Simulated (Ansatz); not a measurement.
One geometry of [Ni(NH3)4]2+ (NiN4H12²⁺), several levels of theory.

```yaml
crystal:
  periodic: [false, false, false]
  atoms:
    - {symbol: Ni, position_ang: [0.000257, 0.000176, -0.000064]}
    - {symbol: N, position_ang: [1.950926, -0.010426, -0.035119]}
    - {symbol: H, position_ang: [2.367165, 0.317385, 0.845678]}
    - {symbol: H, position_ang: [2.342804, 0.596186, -0.765544]}
    - {symbol: H, position_ang: [2.393160, -0.919962, -0.205343]}
    - {symbol: N, position_ang: [0.011568, 1.950937, 0.026047]}
    - {symbol: H, position_ang: [-0.327102, 2.363144, -0.852581]}
    - {symbol: H, position_ang: [0.923194, 2.393831, 0.182941]}
    - {symbol: H, position_ang: [-0.586007, 2.346201, 0.762155]}
    - {symbol: N, position_ang: [-1.950696, 0.010305, -0.004691]}
    - {symbol: H, position_ang: [-2.353620, -0.590362, -0.734015]}
    - {symbol: H, position_ang: [-2.395760, 0.921070, -0.160333]}
    - {symbol: H, position_ang: [-2.353212, -0.325014, 0.879640]}
    - {symbol: N, position_ang: [-0.011689, -1.950760, 0.013843]}
    - {symbol: H, position_ang: [0.311283, -2.357396, -0.873278]}
    - {symbol: H, position_ang: [-0.920724, -2.394207, 0.183894]}
    - {symbol: H, position_ang: [0.598452, -2.351118, 0.736781]}
basis:
  gaussian: {orbitals: def2-SVP, initial_orbitals: start.molden}
total_charge: 2
hamiltonian: {xc: {name: LC-wPBE, parameters: {omega: 0.3/bohr}}}
scf: {omitted_lower_state_checks: [starts]}
output: {orbitals: {seedname: orbitals}}
```

The file start.molden holds the orbitals of an earlier run on this structure, at another level or in another basis.

```sh
$ ansatz run in.yaml --threads 4 --pin off --events-out ev --progress --plain --max-ram 8704MiB
```

It prints (some lines left out):

```
Functional definition: LC-wPBE
1776 factors; their error is unknown
403 factors; integrals over basis functions are off by at most 1.1e-5 eV
mean field evaluation 1: about -47167.0548 eV, gradient 1.2e1 eV
mean field evaluation 2: about -47167.4251 eV, gradient 3.3e-1 eV
mean field evaluation 4: about -47167.3274 eV, gradient 2.1e-3 eV
mean field -47167.32744785 eV, -1733.3673125457 hartree, gradient 2.7e-5 eV, S^2 0.000000; 0 other end points of the search recorded, 0 dependent functions left out
reference -47167.32744787 eV, -1733.3673125464 hartree; 33, 33 occupied and 114, 114 virtual orbitals, 1776 factors
Total energy: -47167.32744787 eV, -1733.3673125464 hartree
Checks for a lower state left out: starts
```

Hardware: 4 threads of Intel Xeon Platinum 8375C on a shared host. Wall time 2.4 s.

The first input with `gaussian: {orbitals: def2-TZVP, initial_orbitals: start.molden}`, `hamiltonian: {xc: lda}` (abridged; 1.6 s):

```
Functional definition: SPW92
mean field -47067.20578366 eV, -1729.6879092514 hartree, gradient 1.7e-5 eV, S^2 0.000000
Total energy: -47067.20582368 eV, -1729.6879107221 hartree
Checks for a lower state left out: starts
```

As the first input, with `correlation: {method: ccsd_t}` and without the key `hamiltonian` (abridged; 58 s):

```
Functional definition: HF
mean field -47097.76676074 eV, -1730.8110044444 hartree, gradient 2.6e-6 eV, S^2 0.000000; unrestricted orbitals would lower it
9 core orbitals not correlated: weight in the atoms' cores, before any rotation towards them, 1.000 or more for the frozen orbitals, at most 0.000 for the correlated occupied ones
second order -30.37539286 eV of doubles, -0.00000000 eV of singles
cycle   1  -30.51306877 eV  change   -1.4e-1 eV  update   1.6e-1
cycle   2  -31.52247704 eV  change    -1.0e0 eV  update   5.9e-2
cycle   3  -31.88393744 eV  change   -3.6e-1 eV  update   4.7e-2
cycle   4  -31.93023662 eV  change   -4.6e-2 eV  update   2.0e-2
cycle   5  -31.93256764 eV  change   -2.3e-3 eV  update   9.4e-3
cycle   6  -31.93551680 eV  change   -2.9e-3 eV  update   2.8e-3
cycle   7  -31.93473331 eV  change    7.8e-4 eV  update   1.5e-3
cycle   8  -31.93586362 eV  change   -1.1e-3 eV  update   7.5e-4
cycle   9  -31.93599773 eV  change   -1.3e-4 eV  update   4.3e-4
cycle  10  -31.93586797 eV  change    1.3e-4 eV  update   1.9e-4
cycle  11  -31.93590405 eV  change   -3.6e-5 eV  update   1.3e-4
cycle  12  -31.93605554 eV  change   -1.5e-4 eV  update   8.2e-5
cycle  13  -31.93607628 eV  change   -2.1e-5 eV  update   4.1e-5
perturbative correction -0.95714990 eV, -0.0351746100 hartree
Total energy: -47130.65998693 eV, -1732.0198082108 hartree
Checks for a lower state left out: starts
```

First input, but with `gaussian: {orbitals: def2-TZVP, initial_orbitals: start.molden}`, `hamiltonian: {xc: {name: BHLYP}, dispersion: d4}` (abridged; 3.9 s):

```
Functional definition: BHLYP
mean field -47184.22731786 eV, -1733.9883713136 hartree, gradient 6.6e-6 eV, S^2 0.000000
Total energy: -47184.56669402 eV, -1734.0008431571 hartree
Checks for a lower state left out: starts
```

The first input with `gaussian: {orbitals: def2-TZVP, initial_orbitals: start.molden}`, `hamiltonian: {xc: {name: revPBE}, dispersion: d4}`, `output: {forces: true, orbitals: {seedname: orbitals}}` (abridged; 2.8 s):

```
Functional definition: revPBE
mean field -47185.58019871 eV, -1734.0380887677 hartree, gradient 1.3e-5 eV, S^2 0.000000
Total energy: -47186.46368976 eV, -1734.0705564650 hartree
Atom 0 force    -0.002270    -0.002008     0.001546 eV/Å
Atom 1 force     0.242823     0.010796     0.001123 eV/Å
Atom 2 force    -0.051580     0.037479     0.149780 eV/Å
Atom 3 force    -0.051107     0.071761    -0.123348 eV/Å
Atom 4 force    -0.028393    -0.127712    -0.028593 eV/Å
Atom 5 force    -0.014601     0.244399    -0.002818 eV/Å
Atom 6 force    -0.038858    -0.052272    -0.147345 eV/Å
Atom 7 force     0.126726    -0.028267     0.027163 eV/Å
Atom 8 force    -0.069190    -0.051233     0.122762 eV/Å
Atom 9 force    -0.243488    -0.008740     0.005190 eV/Å
Atom 10 force     0.049195    -0.070534    -0.125264 eV/Å
Atom 11 force     0.027395     0.127642    -0.028235 eV/Å
Atom 12 force     0.054045    -0.038486     0.149064 eV/Å
Atom 13 force     0.016411    -0.245222    -0.004646 eV/Å
Atom 14 force     0.036263     0.053164    -0.146725 eV/Å
Atom 15 force    -0.124665     0.028862     0.029101 eV/Å
Atom 16 force     0.071294     0.050371     0.121245 eV/Å
Dipole moment:    -0.000290    -0.000191    -0.000009 e Å
Checks for a lower state left out: starts
```

First input, but with `hamiltonian: {xc: {name: LC-wPBE, parameters: {omega: 0.2/bohr}}}` (abridged; 2.1 s):

```
Functional definition: LC-wPBE
mean field -47165.96862632 eV, -1733.3173767754 hartree, gradient 1.6e-5 eV, S^2 0.000000
Total energy: -47165.96862636 eV, -1733.3173767770 hartree
Checks for a lower state left out: starts
```

The first input with `gaussian: {orbitals: def2-TZVP, initial_orbitals: start.molden}`, `hamiltonian: {xc: {name: B3LYP}, dispersion: d4}` (abridged; 3.9 s):

```
Functional definition: B3LYP
mean field -47191.35256025 eV, -1734.2502191415 hartree, gradient 6.8e-6 eV, S^2 0.000000
Total energy: -47191.80997578 eV, -1734.2670288522 hartree
Checks for a lower state left out: starts
```

Geometry: PBE0-D4/def2-SVP.

B3LYP takes the VWN-RPA correlation. Correlated methods freeze 9 core orbitals; core or outer-core shells of Ni are correlated, in sets that lack core-valence functions. At CCSD(T)/def2-SVP the restricted singlet (for correlated methods, its reference) is unstable: a solution with broken spin symmetry lies lower. The order of the spin states hangs on the level: the triplet lies 0.60 eV below the singlet at BHLYP-D4/def2-TZVP, but 0.46 eV above it at LC-ωPBE (ω = 0.30 bohr⁻¹)/def2-SVP.
